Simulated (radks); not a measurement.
The neon ion Ne2+, configuration [He] 2s2 2p2 3d2 (not the ground configuration). Method: scalar-relativistic Kohn-Sham, LDA (Slater exchange, Perdew-Wang correlation), spin-polarised, spherical densities, finite nucleus; open shells are filled with parallel spins first; Fermi nuclear charge, rms radius 3.0055 fm; computed with a radial shooting solver on a logarithmic mesh with Libxc functionals.

Local quantities along the radius. ELF = 1/(1 + alpha^2) is the electron localisation function; alpha = (tau - tau_W)/tau_unif compares the Pauli kinetic energy density with that of the uniform gas (summed over spins); s = |grad rho|/(2 (3 pi^2)^(1/3) rho^(4/3)) is the reduced gradient; 4 pi r^2 rho is in e/bohr. tau is taken from the large components.

r (bohr)    ELF     alpha       s  4 pi r^2 rho
0.005656  1.000  0.003090  0.4080        0.2291
0.006377  1.000  0.003143  0.4079        0.2868
0.00719   1.000  0.003205  0.4083        0.3585
0.008106  1.000  0.003279  0.4092        0.4472
0.00914   1.000  0.003367  0.4106        0.5566
0.01039   1.000  0.003478  0.4126        0.7008
0.01171   1.000  0.003602  0.4151        0.8671
0.01321   1.000  0.003749  0.4182         1.069
0.01489   1.000  0.003923  0.4219         1.313
0.01679   1.000  0.004131  0.4264         1.607
0.01893   1.000  0.004381  0.4317         1.956
0.02134   1.000  0.004684  0.4379         2.368
0.02406   1.000  0.005052  0.4451         2.849
0.02713   1.000  0.005505  0.4535         3.405
0.03059   1.000  0.006069  0.4633         4.038
0.03477   1.000  0.006831  0.4755         4.797
0.0392    1.000  0.007752  0.4888         5.581
0.0442    1.000  0.008947  0.5044         6.421
0.04983   1.000   0.01053  0.5225         7.295
0.05618   1.000   0.01266  0.5438         8.173
0.06335   1.000   0.01560  0.5687         9.012
0.07142   1.000   0.01976  0.5981         9.764
0.08053   0.999   0.02583  0.6329         10.37
0.0908    0.999   0.03494  0.6742         10.77
0.1024    0.998   0.04910  0.7233         10.92
0.1154    0.995   0.07195  0.7816         10.77
0.1312    0.987    0.1136  0.8554         10.27
0.1479    0.968    0.1826  0.9359         9.496
0.1668    0.914    0.3059   1.025         8.495
0.188     0.782    0.5281   1.115         7.364
0.212     0.545    0.9145   1.183         6.232
0.239     0.305     1.510   1.190         5.234
0.2695    0.171     2.199   1.084         4.494
0.3039    0.129     2.593  0.8573         4.092
0.3426    0.152     2.358  0.5950         4.042
0.3863    0.256     1.705  0.4138         4.289
0.4391    0.470     1.063  0.3519         4.741
0.495     0.674    0.6961  0.3825         5.172
0.5582    0.796    0.5070  0.4591         5.446
0.6293    0.848    0.4226  0.5609         5.443
0.7096    0.860    0.4036  0.6815         5.117
0.8       0.836    0.4422  0.8214         4.501
0.902     0.761    0.5604  0.9818         3.701
1.017     0.596    0.8225   1.156         2.857
1.147     0.356     1.344   1.313         2.102
1.293     0.171     2.200   1.380         1.523
1.458     0.094     3.100   1.274         1.148
1.657     0.079     3.424   1.003        0.9400
1.868     0.093     3.116  0.7899        0.8601
2.106     0.120     2.713  0.7294        0.8241
2.375     0.142     2.456  0.8023        0.7808
2.677     0.151     2.370  0.9667        0.7023
3.019     0.143     2.446   1.211        0.5850
3.404     0.120     2.708   1.555        0.4433
3.838     0.087     3.231   2.048        0.3012
4.327     0.054     4.193   2.782        0.1807
4.879     0.027     5.974   3.923       0.09421
5.545     0.010     9.784   5.941       0.03955
6.252     0.003     17.54   9.242       0.01462
7.049     0.001     35.80   15.25      0.004445
7.948     0.000     84.42   26.89      0.001088
8.961     0.000     233.7   51.16     0.0002096

On this mesh the ELF has minima near r = 0.30, 1.7 bohr, which separate the shells, and maxima near 0.71 (0.86), 2.7 (0.15).
